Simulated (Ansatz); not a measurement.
**SiBr (bromosilane): methods side by side**

SiBr: 2 atoms, total charge 0, spin state doublet. SMILES: `[Si]Br`. The shape is that of a GFN2-xTB optimisation.

```xyz
2

Si    0.0000    0.0000    0.0000
Br    0.0000    0.0000    2.3426
```

Quantity: the vertical energy of the quartet above the doublet, in eV. The values are calculated.

```
            level                    kind  program  value (eV)  less FCI/STO-3G  CPU time (all runs)
       UHF/STO-3G            Hartree–Fock   Ansatz        2.43            -0.41                0.5 s
  U-revPBE/STO-3G                     GGA   Ansatz        3.46            +0.62                5.4 s
   U-wB97X/STO-3G  range-separated hybrid   Ansatz        3.39            +0.55                 18 s
UCAM-B3LYP/STO-3G  range-separated hybrid   Ansatz        3.49            +0.65                4.7 s
   UB2PLYP/STO-3G           double hybrid   Ansatz        3.35            +0.51                4.3 s
  UCCSD(T)/STO-3G   coupled cluster or CI   Ansatz        2.83            -0.01                  1 s
 UCCSDT(Q)/STO-3G   coupled cluster or CI   Ansatz        2.84             0.00                  5 s
    UCCSDT/STO-3G   coupled cluster or CI   Ansatz        2.84             0.00                2.1 s
       FCI/STO-3G      exact in the basis   Ansatz        2.84             0.00                1.4 s
```

FCI/STO-3G is exact within its basis and frozen core, so for wave-function methods in that basis the difference is their error; functionals converge differently with the basis, so for them it is only a difference. All-electron rows without a relativistic Hamiltonian named are non-relativistic. Spin-orbit coupling, which can split open shells on such heavy atoms by tenths of an eV, is left out. The values span 2.43 to 3.49 eV. All rows use very small basis sets, so none should be taken for the real molecule's value. In the correlated wave-function rows the outer d shell of Br is correlated, in sets not made for it. Times are those of the runs behind each value, whatever else they computed, on shared processors of several kinds: orders of magnitude only.
